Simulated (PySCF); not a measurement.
# Basis and Hamiltonian dependence of the ionisation energy of Ne²⁺

Ne²⁺ [He] 2s2 2p4 (3P) → Ne³⁺ [He] 2s2 2p3 (4S). Calculated with PySCF 2.14 from differences of total energies of unrestricted determinants, without spin-orbit coupling. Values in eV.

```
                                                               basis       Hamiltonian  functions     UHF     LDA    PBE0  MP2 (valence)  CCSD(T) (valence)  CCSD(T) (valence and next inner shell)
                                                            def2-SVP  non-relativistic         14  61.863  63.776     n/a         62.563             62.573                                     n/a
                                                       jorge-DZP-DKH     spin-free X2C         15  62.329     n/a     n/a         62.858             62.860                                     n/a
                                                       aug-cc-pwCVDZ  non-relativistic         27  61.655  63.569  63.634         62.472             62.484                                  62.503
                                                        ANO-RCC-VTZP     spin-free X2C         30  61.849  63.617  63.735         63.029             63.084                                  63.100
                                                        x2c-TZVPPall     spin-free X2C         31  61.847  63.622  63.733         63.001             63.053                                  63.065
      x2c-TZVPPall with one added diffuse shell each of s, p, d type     spin-free X2C         40  61.848  63.627  63.736         63.005             63.059                                  63.071
                                                          dyall-av2z  non-relativistic         42  61.784  63.617  63.698         62.752             62.763                                     n/a
    aug-cc-pVTZ with one added diffuse shell each of s, p, d, f type  non-relativistic         62  61.840  63.614  63.733         63.031             63.082                                     n/a
                                                          dyall-av3z  non-relativistic         71  61.822  63.644  63.734         63.051             63.105                                     n/a
aug-cc-pCVTZ-DK with one added diffuse shell each of s, p, d, f type     spin-free X2C         75  61.805  63.605  63.715         63.029             63.079                                  63.115
                                                         dyall-acv3z     spin-free X2C         76  61.809  63.633  63.721         63.041             63.094                                  63.123
                                                         aug-pcseg-3  non-relativistic         85  61.868     n/a     n/a         63.139             63.193                                     n/a
 aug-cc-pVQZ with one added diffuse shell each of s, p, d, f, g type  non-relativistic        105  61.838  63.649  63.740         63.179                n/a                                     n/a
                                                         aug-cc-pV5Z  non-relativistic        127  61.829  63.649  63.740         63.241                n/a                                     n/a
```

Frozen in the all-electron rows: valence: 1s2; valence and next inner shell: nothing.

At UHF, jorge-DZP-DKH lies more than 0.3 eV from the median of the rows with comparable relativity. Sets contracted for the neutral atom can be stiff in a shell that they treat as core.

Between the lowest levels the reference is 63.423 eV (measured; NIST Atomic Spectra Database, ionization energies); it includes spin-orbit coupling, which these numbers lack.
